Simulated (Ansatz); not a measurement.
Consider the formal exchange of groups at a C–Ge bond: `F[CH](F)[GeH2][SiH3]` + `CC(F)CF` → `C[C@H](F)[C@H](F)C(F)F` + `[SiH3][GeH3]`.

Isolated molecules relaxed with PBE0-D4/def2-TZVP in Ansatz; ΔE leaves out vibrations. CCSD(T)/CBS adds triple-zeta CCSD(T) − MP2 to the extrapolated MP2 energy (def2 sets, frozen cores). DFT in def2-TZVPP. For Ge outer-core shells are correlated without core-valence functions, which leaves a few kJ/mol of doubt a bond. Scalar relativity is left out up to krypton. Each species was taken in one conformer, which may not be the lowest.

```tsv
level	ΔE (eV)
r2SCAN-D4	-0.18
PBE	-0.08
CCSD(T)/def2-TZVPP	-0.19
SCS-MP2/def2-QZVPP	-0.14
```

Question: What does CCSD(T)/CBS give? (Best estimate.)

Answer: Ansatz gave: -0.16 eV. The listed levels differ from it by -0.02, 0.08, -0.03, 0.02 eV.

Largest T1 diagnostic among the species: 0.012.

In def2-TZVPP, CCSD(T) changes the Hartree–Fock value by +0.04 eV (the triples alone add +0.00 eV) and MP2 by +0.07 eV. From PBE to PBE0 (25 % exact exchange), in def2-TZVPP and without D4, ΔE moves by −0.07 eV.
